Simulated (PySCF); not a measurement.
## Where the electron goes

Compound: C₄H₂F₃NOS.
Geometry (GFN2-xTB, Å), atoms numbered from 1 in this order:
```xyz
12
C4H2F3NOS angstrom
F      3.1877   -0.6283    0.5926
C      2.1297   -0.2655   -0.1272
F      2.3771    0.9618   -0.5900
F      2.0846   -1.0750   -1.1877
O      1.0535   -0.3409    0.6539
C     -0.1618   -0.0059    0.1002
C     -1.3489   -0.0666    0.8644
C     -2.3942    0.3152    0.0775
S     -1.8295    0.7041   -1.4924
N     -0.2763    0.3797   -1.1387
H     -1.3887   -0.3670    1.8923
H     -3.4321    0.3878    0.3292
```

Level of theory: TDDFT CAM-B3LYP/def2-SVPD, vertical, gas phase, core orbitals frozen in the response in PySCF 2.14.0, density-fitted response routines.

Frontier orbitals with the atoms that hold most of them (Löwdin shares over 4%, at most four atoms; ? is withheld):

| orbital | ε (eV) | atoms |
| --- | --- | --- |
| LUMO+2 | 1.12 | S9 34%, C7 16%, C8 11%, H11 8% |
| LUMO+1 | 0.71 | S9 71%, N10 9%, C8 7%, H12 5% |
| LUMO | -0.33 | ? |
| HOMO | -9.07 | S9 41%, C6 15%, C7 12%, O5 11% |
| HOMO-1 | -9.86 | ? |
| HOMO-2 | -10.64 | N10 64%, S9 10%, C6 8%, C8 7% |
| HOMO-3 | -12.31 | S9 56%, C8 12%, N10 9%, C7 9% |

**Question.** Which atoms hold the HOMO-1, and with what shares?

**Answer.** C8 (bonded to C, S and H) 29%; N10 (bonded to C and S) 28%; C7 (bonded to 2 C and H) 23%; C6 (bonded to C, N and O) 8%. By element: carbon 60% or more, nitrogen 28%.

**Question.** Which atoms hold the LUMO, and with what shares?

**Answer.** C8 (bonded to C, S and H) 27%; S9 (bonded to C and N) 22%; N10 (bonded to C and S) 18%; C7 (bonded to 2 C and H) 13%. By element: carbon 40% or more, sulfur 22%, nitrogen 18%.

**Question.** How does S1 compare with the orbital gap of 8.74 eV?

**Answer.** S1 is at 5.68 eV (f = 0.146), 3.05 eV below the gap, made of HOMO→LUMO (93%). Without the coupling terms of the response equations the lowest excitation would equal the gap.

**Question.** One configuration dominates each of S1, S2, S3, S4, S5 and S8. Which, and how do the shares of the two leading atoms of either orbital change from the occupied to the empty one?

**Answer.** 
- S1 (5.68 eV, f 0.146), HOMO→LUMO (93%): S9 41% → 22%, C6 15% → at most 14%, C8 at most 12% → 27%
- S2 (6.04 eV, f 0.0010), HOMO→LUMO+1 (73%): S9 41% → 71%, C6 15% → at most 6%, N10 at most 12% → 9%
- S3 (6.21 eV, f 0.0012), HOMO-2→LUMO (84%): N10 64% → 18%, S9 10% → 22%, C8 7% → 27%
- S4 (6.43 eV, f 0.050), HOMO-1→LUMO (92%): C8 29% → 27%, N10 28% → 18%, S9 at most 9% → 22%
- S5 (7.08 eV, f 0.0004), HOMO-1→LUMO+1 (84%): C8 29% → 7%, N10 28% → 9%, S9 at most 9% → 71%
- S8 (7.70 eV, f 0.017), HOMO-2→LUMO+1 (77%): N10 64% → 9%, S9 10% → 71%

One conformer stands for the species.
